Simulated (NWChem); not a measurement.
Zn

Program: NWChem. Ions are spin-unrestricted doublets at the neutral geometry; other ion states weren't tried.

Task: Order these by “−ε(HOMO) (eV)”, lowest first: B3LYP/def2-SVPD; LDA (Slater exchange, VWN5)/def2-SVPD; M06-2X/def2-SVPD; PBE/def2-SVPD.

Result: PBE/def2-SVPD (5.51), LDA (Slater exchange, VWN5)/def2-SVPD (5.75), B3LYP/def2-SVPD (6.26), M06-2X/def2-SVPD (6.71)
